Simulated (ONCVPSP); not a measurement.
carbon: one change to an ONCV potential, before and after

* Element: C
* Generator: ONCVPSP 4.0.1
* Type: optimised norm-conserving Vanderbilt (ONCV)
* Functional: PBEsol
* Relativity: scalar-relativistic
* Frozen core: [He]
* Valence charge: 4
* Reference configuration: 2s1.5 2p2.5
* Partial waves: 2s: rc 1.15 bohr, ncon 3, nbas 7, qcut 4.4 1/bohr, local; 2p: rc 2.15 bohr, ncon 3, nbas 6, qcut 8.2 1/bohr, 2 projectors, debl 2.1 Ha; d scattering state at 0.27 Ha: rc 2.15 bohr, ncon 5, nbas 9, qcut 4 1/bohr, 2 projectors, debl 2.2 Ha
* Local potential: the s channel
* Core correction: Teter function, fcfact 4, rcfact 1.8

Change: s: qcut 5.3; p: qcut 9.8; d: qcut 4.8.

Cutoffs: the cutoffs (Ha) at which the residual kinetic energy of the hardest occupied pseudo-wave falls to 1 and 0.1 mHa per electron; they do not see the model core or the augmentation charge, which bear on the density cutoff. Errors are all-electron minus pseudo energies relative to the spin-unpolarised reference configuration.

Task: Predict the effect on cutoff, ghosts and configuration errors.

Result: The potential gets softer (55 Ha and 112 Ha → 18 Ha and 97 Ha); of the 4 tests that both files solve, the error grows in 0 and shrinks in 1 by more than 15 % and 0.3 meV (median size 27.2 → 23.4 meV); neither file shows a bound ghost.

| quantity | base | changed |
| --- | --- | --- |
| cutoff, loose | 55 Ha | 18 Ha |
| cutoff, tight | 112 Ha | 97 Ha |
| loose cutoff by channel | s 55 Ha, p 15 Ha | s 18 Ha, p 15 Ha |
| bound ghosts | none | none |
| GHOST(+) flags under 300 eV | none | none |
| error for 2s2 2p2, meV [ΔE -4.21 eV] | -1.0 | -0.6 |
| error for 2s2 2p1, meV [ΔE 6.58 eV] | +53 | +46 |
| error for 2s2 2p0, meV [ΔE 30.60 eV] | +337 | +291 |
| error for 2s1 2p2, meV [ΔE 15.29 eV] | +0.5 | +0.6 |
| s: phases at 1.16 bohr within 0.05 rad from the reference energy up to (Ha; the scan ends near 5) | 2.8 | 3.5 |
| p: phases at 2.18 bohr within 0.05 rad from the reference energy up to (Ha; the scan ends near 5) | to the end of the scan | to the end of the scan |
| d: phases at 2.18 bohr within 0.05 rad from the reference energy up to (Ha; the scan ends near 5) | to the end of the scan | to the end of the scan |
| rms error of d²Exc/dni dnj with the model core, mHa | 2.26 | 2.14 |
